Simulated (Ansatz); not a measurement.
C₂H₆AlCl, SMILES `[CH3][Al]([CH3])[Cl]` at its PBE0-D4/def2-TZVP geometry, where that method's forces vanish. Charge 0, multiplicity 1.

```xyz
10

C    -0.2209    0.9001    1.4941
Al   -0.4540    0.2435   -0.3189
C     0.6340   -1.1132   -1.1834
Cl   -2.0240    1.0651   -1.4711
H    -0.9609    1.6559    1.7637
H    -0.2931    0.0797    2.2158
H     0.7746    1.3384    1.6215
H     0.0174   -1.9603   -1.4998
H     1.4251   -1.4940   -0.5327
H     1.1016   -0.7151   -2.0893
```

(1) What forces (eV/Å) does ωB97M-V/def2-TZVPP give on these atoms in Ansatz 0.2.0? (An estimate is asked.)

## Answers

(1) The calculation gave: 
```
C1   0.005  0.006  0.022
Al2  0.057 -0.030  0.042
C3   0.013 -0.017 -0.011
Cl4 -0.032  0.017 -0.023
H5   0.057 -0.056 -0.014
H6   0.007  0.064 -0.046
H7  -0.073 -0.030 -0.001
H8   0.049  0.058  0.022
H9  -0.054  0.020 -0.056
H10 -0.030 -0.033  0.065
```
